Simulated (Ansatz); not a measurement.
Basis-set series for C2H9AlN2 (`C[N](C)[AlH][NH2]`). Total charge 0; spin multiplicity 1. The structure was optimised at the PBE0-D4/def2-TZVP level. It is one conformer, not always the lowest.

```xyz
14

C     1.3900    0.4784   -0.2607
N    -0.0453    0.3696   -0.2865
C    -0.6586    1.3875   -1.1019
Al   -0.9867   -0.8625    0.5775
N    -0.1731   -2.0806    1.5711
H     1.8333   -0.3044    0.3599
H     1.7194    1.4468    0.1448
H     1.8243    0.3861   -1.2675
H    -1.7464    1.2784   -1.1049
H    -0.3160    1.3351   -2.1462
H    -0.4265    2.3989   -0.7361
H    -2.5616   -0.8611    0.4495
H     0.8166   -2.1748    1.7262
H    -0.6693   -2.7975    2.0746
```

```
functional       basis  functions  energy (Eh)  HOMO (eV)  LUMO (eV)
   PBE0-D4    def2-SVP        119   -433.05928      -5.96       0.61
   PBE0-D4  def2-TZVPP        292   -433.36484      -6.12       0.30
   ωB97M-V    def2-SVP        119   -433.27413      -8.24       2.29
   ωB97M-V  def2-TZVPP        292   -433.59018      -8.41       1.82
```

Problem. Give the rows for def2-QZVPP. (Best estimate.)

Solution. Computed: 
```csv
functional,basis,functions,energy (Eh),HOMO (eV),LUMO (eV)
PBE0-D4,def2-QZVPP,568,-433.38452,-6.15,0.08
ωB97M-V,def2-QZVPP,568,-433.60931,-8.45,1.20
```

Positive LUMOs are unbound and depend on the basis.
